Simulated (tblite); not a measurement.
C6H13P.
SMILES with atom numbers: `[CH3:1][CH:2]([CH3:3])[P:4]1[CH2:5][C@H:6]1[CH3:7]` (hydrogens: H8, H9, H10 on C1; H11 on C2; H12, H13, H14 on C3; H15, H16 on C5; H17 on C6; H18, H19, H20 on C7)

Geometry (GFN2-xTB, Å), atoms numbered from 1 in this order:
```xyz
20
C6H13P angstrom
C     -1.789   -0.375    1.351
C     -1.267   -0.008   -0.035
C     -2.278    0.845   -0.795
P      0.350    0.950    0.138
C      1.262    0.257   -1.310
C      1.544   -0.459   -0.016
C      2.918   -0.328    0.593
H     -1.981    0.525    1.932
H     -1.061   -0.980    1.889
H     -2.717   -0.938    1.273
H     -1.072   -0.926   -0.603
H     -3.206    0.295   -0.943
H     -1.884    1.128   -1.770
H     -2.501    1.754   -0.239
H      0.697   -0.259   -2.076
H      2.059    0.873   -1.706
H      1.119   -1.455    0.082
H      2.911   -0.634    1.637
H      3.261    0.703    0.538
H      3.630   -0.956    0.056
```

Computed with GFN2-xTB (tblite): harmonic, unscaled wavenumbers at the GFN2-xTB geometry, gas phase. The method is semi-empirical: single wavenumbers can be off by several per cent or more. One conformer, not necessarily the lowest.

Harmonic wavenumbers (cm⁻¹): 46.4, 119.0, 167.5, 191.2, 202.8, 232.5, 255.7, 286.5, 312.2, 407.2, 420.6, 645.8, 672.4, 694.4, 817.9, 879.5, 930.5, 937.1, 951.2, 976.0, 983.2, 996.2, 1054.0, 1077.9, 1130.0, 1152.4, 1165.6, 1175.2, 1245.6, 1292.3, 1318.3, 1405.6, 1410.3, 1416.6, 1419.0, 1490.6, 1491.7, 1494.3, 1494.6, 1500.6, 1502.7, 2891.8, 2991.2, 2993.0, 3007.7, 3012.4, 3014.7, 3017.2, 3023.2, 3025.0, 3027.2, 3028.3, 3039.4, 3057.1.

A = 4083, B = 1327, C = 1154 MHz; mass 116.075 u (most abundant isotopes); point group C1, symmetry number 1.

What is the zero-point energy?

Half the sum of the wavenumbers: 38246 cm⁻¹ = 457.52 kJ/mol.

Give the ideal-gas entropy at 273.15 K and 1 bar in the rigid-rotor, harmonic-oscillator model (classical rotation).

Translation 166.33, rotation 117.45, vibration 97.52: S = 381.3 J/(mol K).

And Cp and H(273.15 K) − H(0)?

Cp = 142.09 J/(mol K), of which vibrations give 108.83 (their classical limit is 54 R = 449.0); H(273.15 K) − H(0) = 23.84 kJ/mol without the zero-point energy, 14.76 from vibrations.

How do the functions run with temperature in this model?

| T (K) | S (J/(mol K)) | Cp (J/(mol K)) | H − H(0) (kJ/mol) | G − H(0) (kJ/mol) | ln q(vib) |
| --- | --- | --- | --- | --- | --- |
| 100 | 277.6 | 74.4 | 5.02 | -22.73 | 1.23 |
| 200 | 341.8 | 113.5 | 14.51 | -53.84 | 3.50 |
| 300 | 395.1 | 153.2 | 27.80 | -90.74 | 5.87 |
| 500 | 492.5 | 231.8 | 66.58 | -179.65 | 10.66 |
| 800 | 620.4 | 312.5 | 149.21 | -347.13 | 17.76 |
| 1000 | 694.3 | 348.8 | 215.53 | -478.74 | 22.26 |

q(vib) and H(0) count from the zero-point level.

What must be added to the electronic energy to get the Gibbs energy at 273.15 K and 1 bar?

ZPE + [H(273.15 K) − H(0)] − T·S = 457.52 + 23.84 − 104.15 = 377.21 kJ/mol.

Which modes carry the vibrational entropy at 273.15 K?

46.4 cm⁻¹: 20.05; 119.0 cm⁻¹: 12.33; 167.5 cm⁻¹: 9.62; 191.2 cm⁻¹: 8.60; 202.8 cm⁻¹: 8.15; 232.5 cm⁻¹: 7.13 J/(mol K); the other 48 give 31.64 together.

Hindered rotation and anharmonicity are outside this model. Other conformers, if any are populated, would add a mixing term that is left out. The structure is chiral; the term R ln 2 for an equal mix with its mirror image is left out.
